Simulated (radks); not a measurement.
Q: All-electron atom: Ru I in [Kr] 4d7 5s1. Method: scalar-relativistic Kohn-Sham, r2SCAN, spin-polarised, spherical densities, finite nucleus; open shells are filled with parallel spins first (spin-orbit coupling, left out, can overturn this in heavy ions); meta-GGA in the generalised Kohn-Sham scheme; Fermi nuclear charge, rms radius 4.4809 fm; hard spherical wall at 5 bohr; computed with a radial shooting solver on a logarithmic mesh with Libxc functionals. Some entries of the table are withheld. Estimate them.

| orbital | occ. | eigenvalue (Ry) | <r> (bohr) | <r^2> (bohr^2) |
|---|---|---|---|---|
| 1s up | 1 | -1615.526 | 0.03344 | 0.001510 |
| 1s down | 1 | -1615.525 | 0.03344 | 0.001510 |
| 2s up | 1 | -233.0736 | 0.1456 | 0.02499 |
| 2s down | 1 | -233.0327 | 0.1456 | 0.02499 |
| 2p up | 3 | -208.5214 | 0.1270 | 0.01970 |
| 2p down | 3 | -208.4912 | 0.1270 | 0.01969 |
| 3s up | 1 | -41.28946 | 0.4017 | 0.1847 |
| 3s down | 1 | -41.27654 | 0.4017 | 0.1847 |
| 3p up | 3 | -33.15110 | 0.4024 | 0.1882 |
| 3p down | 3 | -33.13384 | 0.4024 | 0.1882 |
| 3d up | 5 | -20.09738 | 0.3842 | 0.1767 |
| 3d down | 5 | -20.06406 | 0.3842 | 0.1767 |
| 4s up | 1 | -5.66119 | 1.026 | 1.194 |
| 4s down | 1 | -5.48548 | 1.021 | 1.183 |
| 4p up | 3 | -3.41376 | 1.138 | 1.488 |
| 4p down | 3 | -3.22238 | 1.130 | 1.467 |
| 4d up | 5 | -0.31087 | 1.644 | (1) |
| 5s up | 1 | -0.16671 | 2.674 | 7.802 |
| 4d down | 2 | -0.09419 | 1.646 | (2) |
| 5s down | 0 | 0.06050 | 2.731 | 8.117 |
| 5p up | 0 | 0.30531 | 2.881 | 8.996 |
| 5p down | 0 | 0.48433 | 2.956 | 9.412 |
| 4f up | 0 | 1.40973 | 3.031 | (3) |
| 4f down | 0 | 1.48875 | 3.144 | (4) |
| 6s up | 0 | 1.86401 | 2.968 | (5) |
| 6s down | 0 | 1.89303 | 2.990 | (6) |

A: 
(1) 4d up <r^2> (bohr^2): 3.252
(2) 4d down <r^2> (bohr^2): 3.274
(3) 4f up <r^2> (bohr^2): 9.809
(4) 4f down <r^2> (bohr^2): 10.47
(5) 6s up <r^2> (bohr^2): 10.17
(6) 6s down <r^2> (bohr^2): 10.30
